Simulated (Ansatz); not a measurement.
`CB[SiH2]S` + `BF` → `CBBF` + `[SiH3]S` at 600 K and 1 bar (formal exchange of groups at a B–Si bond).

Calculated with Ansatz (gas phase, PBE0-D4/def2-TZVP geometries, no zero-point term in ΔE). CCSD(T)/CBS adds triple-zeta CCSD(T) − MP2 to the extrapolated MP2 energy (def2 sets, frozen cores). This one scheme is used for every species. Each species was taken in one conformer, which may not be the lowest.

```json
{"species": "`CB[SiH2]S`", "CCSD(T)/CBS energy (Eh)": "-753.91845", "H − E (kJ/mol)": "261.6", "S (J/(mol·K))": "454.6"}
{"species": "`BF`", "CCSD(T)/CBS energy (Eh)": "-125.82039", "H − E (kJ/mol)": "83.0", "S (J/(mol·K))": "253.5"}
{"species": "`CBBF`", "CCSD(T)/CBS energy (Eh)": "-190.46132", "H − E (kJ/mol)": "216.1", "S (J/(mol·K))": "384.8"}
{"species": "`[SiH3]S`", "CCSD(T)/CBS energy (Eh)": "-689.27336", "H − E (kJ/mol)": "126.3", "S (J/(mol·K))": "326.2"}
```

H − E and S are ideal-gas, rigid-rotor, harmonic terms from PBE0-D4/def2-TZVP, for one conformer and one mirror image of each species. 1 Eh = 2625.50 kJ/mol, R = 8.31446 J/(mol·K).

Question: By hand: ΔE, ΔH, ΔS and ΔG.

Answer: ΔE = (-190.46132) + (-689.27336) − (-753.91845) − (-125.82039) = 0.00416 Eh = 10.9 kJ/mol. Δ(H − E) = 216.1 + 126.3 − 261.6 − 83.0 = -2.2, so ΔH = 8.7 kJ/mol. ΔS = 384.8 + 326.2 − 454.6 − 253.5 = 2.9 J/(mol·K). ΔG = 8.7 − 600 × (2.9)/1000 = 7.0 kJ/mol.

Question: By hand: the equilibrium constant, and the temperature at which ΔG would vanish if ΔH and ΔS stayed fixed.

Answer: log₁₀ K = −ΔG/(RT ln 10) = -0.6. ΔG = 0 at ΔH/ΔS = 3000 K, far beyond where these terms or the molecules hold.

The number of gas molecules stays the same, so ΔS is small and ΔH decides. A doubt of 5 kJ/mol in ΔE shifts log₁₀ K by 0.4 here. Other conformers and mirror images would add mixing entropy, several J/(mol·K) or more a flexible species. Modes under 60 cm⁻¹, often nearly free rotors, make the harmonic entropy too high. These are equilibria of isolated gas molecules and say nothing of rates. Largest T1 diagnostic: 0.013 (customary marks: 0.02 for closed shells, 0.045 for open ones).
